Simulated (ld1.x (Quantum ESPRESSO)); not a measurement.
# Se: excitation energies, all-electron against TM

```json
{
 "Element": "Se",
 "Generator": "ld1.x (Quantum ESPRESSO) 7.5",
 "Type": "norm-conserving Troullier–Martins (Kleinman–Bylander form)",
 "Functional": "LDA (PZ)",
 "Relativity": "scalar-relativistic",
 "Frozen core": "[Ar] 3d10",
 "Valence charge": "6",
 "Reference configuration": "4s1.5 4p4.5",
 "Partial waves": "4p (bound): rc 1.60 bohr; 4s (bound): rc 1.35 bohr",
 "Local potential": "the s channel",
 "Core correction": "none"
}
```

Energies are relative to the spin-unpolarised reference configuration 4s1.5 4p4.5; without spin polarisation the order of configurations can differ from experiment. Spin-polarised rows fill each open shell by Hund’s rule, majority spin first.

| valence configuration | charge | ΔE all-electron (eV) | error AE − PS (meV) |
| --- | --- | --- | --- |
| 4s2 4p3 | +1 | 5.568 | +0.4 |
| 4s2 4p2 | +2 | 26.126 | +7.6 |
| 4s2 4p1 | +3 | 57.282 | +53 |
| 4s1 4p4 | +1 | 17.152 | +1.2 |
| 4s2 4p4.3 | -0.3 | -7.078 | +1.7 |
| 4s0 4p6 | 0 | 16.653 | +11 |
| 4s1.5 4p4.5 (spin-polarised) | 0 | -0.636 | +136 |

Q: What are ΔE and the potential's error for 4s2 4p4?

A: ΔE = -5.441 eV all-electron; the error (AE − PS) is +1.4 meV.

Q: What are ΔE and the potential's error for 4s2 4p4 (spin-polarised)?

A: ΔE = -6.034 eV all-electron; the error (AE − PS) is +84 meV.
